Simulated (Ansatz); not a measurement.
Consider the silylene formation by 1,1-elimination: `CO[Si](F)(C#N)OC` → `COC#N` + `CO[Si]F`.

Isolated molecules relaxed with PBE0-D4/def2-TZVP in Ansatz; ΔE leaves out vibrations. CCSD(T)/CBS is the MP2 limit (def2-TZVPP, def2-QZVPP) plus CCSD(T) − MP2 in def2-TZVPP, frozen cores. Functionals use def2-TZVPP. B3LYP here is the variant with VWN-RPA as its local correlation; programs differ in this. One conformer a species, not always the lowest.

`CO[Si](F)(C#N)OC`:

Cartesian coordinates in Å:
```
C 0.429 2.367 -0.391
O 1.209 1.318 0.156
Si 0.829 -0.235 0.206
F 1.971 -0.987 0.989
C 0.809 -0.970 -1.490
N 0.732 -1.407 -2.552
O -0.621 -0.458 0.860
C -1.363 -1.663 0.935
H 0.314 2.243 -1.471
H 0.951 3.303 -0.196
H -0.558 2.402 0.076
H -1.379 -2.179 -0.030
H -0.939 -2.327 1.691
H -2.384 -1.408 1.217
```

`COC#N`:

Cartesian coordinates in Å:
```
C -0.032 0.844 -0.015
O -0.584 -0.383 -0.535
C -0.054 -1.454 -0.073
N 0.402 -2.438 0.324
H -0.174 0.884 1.065
H 1.028 0.906 -0.264
H -0.586 1.641 -0.503
```

`CO[Si]F`:

Z-matrix (Å, degrees):
```
C
O 1 1.415
H 1 1.092 2 111.5
H 1 1.092 2 108.9 3 120.8
H 1 1.092 2 108.9 3 -120.8
Si 2 1.628 1 132.8 3 0.2
F 6 1.622 2 102.4 1 -0.0
```

Problem. Is it downhill or uphill in electronic energy at CCSD(T)/CBS, and by how much? (Estimate.)

Solution. The calculation gave: Uphill: ΔE = +373.9 kJ/mol.

Problem. What do these levels give: PBE0-D4, ωB97X-V, PBE0, B3LYP, MP2/def2-TZVPP, SCS-MP2/def2-TZVPP, CCSD/def2-TZVPP, CCSD(T)/def2-TZVPP, HF/def2-QZVPP, MP2/def2-QZVPP, MP2/CBS(def2), CCSD/CBS(def2)? (An estimate is asked.)

Solution. The calculation gave: PBE0-D4 353.2, ωB97X-V 363.7, PBE0 342.3, B3LYP 329.0, MP2/def2-TZVPP 383.6, SCS-MP2/def2-TZVPP 375.7, CCSD/def2-TZVPP 369.9, CCSD(T)/def2-TZVPP 367.1, HF/def2-QZVPP 376.7, MP2/def2-QZVPP 388.1, MP2/CBS(def2) 390.5, CCSD/CBS(def2) 376.8 kJ/mol.

Largest T1 diagnostic among the species: 0.014.

The D4 term adds +19.0 kJ/mol with B3LYP and +10.9 kJ/mol with PBE0; it sums over pairs of atoms, weighted by their polarisabilities, and B3LYP, whose exchange is more repulsive, gets the larger term. From PBE to PBE0 (25 % exact exchange), in def2-TZVPP and without D4, ΔE moves by +29.4 kJ/mol.
